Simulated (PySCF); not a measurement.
# Ionisation energy of Sb²⁺ by level of theory

Sb²⁺ [Kr] 4d10 5s2 5p1 (2P) → Sb³⁺ [Kr] 4d10 5s2 (1S), as a difference of total energies. Computed with PySCF 2.14 in aug-cc-pVTZ-PP with ECP28MDF (6s5p4d2f, 55 functions), with scalar relativity through the core potential. Correlated levels: valence: 4s2 4p6 4d10 frozen. The calculations carry no spin-orbit coupling.

```
           method  ionisation energy (eV)
              UHF                  24.139
    MP2 (valence)                  24.361
SCS-MP2 (valence)                  24.352
   CCSD (valence)                  24.432
CCSD(T) (valence)                  24.449
  CCSDT (valence)                  24.454
```

Task: How much does correlation contribute at CCSD(T) (valence)?

Result: 24.449 − (24.139) = 0.310 eV, measured against UHF.

The reference lies between the lowest fine-structure levels, while these numbers refer to the centres of the terms.

Errors of the correlated levels include the incompleteness of this basis and the frozen core.

For comparison: 25.323 eV (measured; NIST Atomic Spectra Database, ionization energies).
